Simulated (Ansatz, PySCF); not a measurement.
Gas-phase reaction R1 → P1 + P2, each structure at its B3LYP-D3(BJ)/def2-TZVP stationary point, reached from a drawn start (curvature not checked).
R1, Cl4Se (SMILES Cl[Se](Cl)(Cl)Cl) (charge 0, multiplicity 1):
```xyz
5

Se    -0.002     0.489     0.004
Cl    -0.003     0.618     2.357
Cl    -0.004     0.660    -2.345
Cl     1.684    -0.875    -0.008
Cl    -1.675    -0.892    -0.008
```
P1: Cl2Se (SMILES Cl[Se]Cl), charge 0, multiplicity 1.
P2, Cl2 (SMILES ClCl) (charge 0, multiplicity 1):
```xyz
2

Cl     0.0000     0.0000     1.0068
Cl     0.0000     0.0000    -1.0068
```

P less R. No zero-point or thermal terms; no spin–orbit coupling.

Correlated levels freeze the cores. In cc and def2 sets filled d and f shells under p-block atoms count as core. CBS(a, b) extrapolates the correlation energy as X⁻³ and adds the Hartree–Fock energy of set b.

Programs: Ansatz (a first-principles code); PySCF for M06-2X and the D3/D4 terms. All values are computed, each at the level named.

```json
[
 {"level": "BLYP/def2-TZVPP", "reaction energy (kcal/mol)": "16.10"},
 {"level": "revPBE-D3(BJ)/def2-TZVPP", "reaction energy (kcal/mol)": "23.58"},
 {"level": "B3LYP/def2-TZVPP", "reaction energy (kcal/mol)": "11.30"},
 {"level": "PBE0-D4/def2-TZVPP", "reaction energy (kcal/mol)": "17.06"},
 {"level": "M06-2X/def2-TZVPP", "reaction energy (kcal/mol)": "8.60"},
 {"level": "B2PLYP-D4/def2-TZVPP", "reaction energy (kcal/mol)": "14.41"},
 {"level": "SCS-MP2/def2-TZVPP", "reaction energy (kcal/mol)": "9.36"},
 {"level": "CCSD(T)/def2-TZVPP", "reaction energy (kcal/mol)": "8.41"},
 {"level": "CCSD(T)/CBS(def2-TZVPP, def2-QZVPP)", "reaction energy (kcal/mol)": "[?]"}
]
```

### Question
Complete the blanks.

### Answer

- CCSD(T)/CBS(def2-TZVPP, def2-QZVPP), reaction energy (kcal/mol): 11.97
